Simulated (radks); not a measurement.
Problem. The indium ion In12+ is in [Kr] 4d1. Method: scalar-relativistic Kohn-Sham, BLYP, spin-polarised, spherical densities, finite nucleus; Fermi nuclear charge, rms radius of each element as measured or else 0.836 A^(1/3) + 0.57 fm; computed with a radial shooting solver on a logarithmic mesh with Libxc functionals. Open shells are filled with parallel spins first. One electron is removed from 3d, 4d, 4s, 4p in turn, with full relaxation. Which removal costs least, and what does each cost?

Solution. 4d 249.83 eV; 4p 317.69 eV; 4s 363.70 eV; 3d 717.26 eV. The 4d electron leaves first.
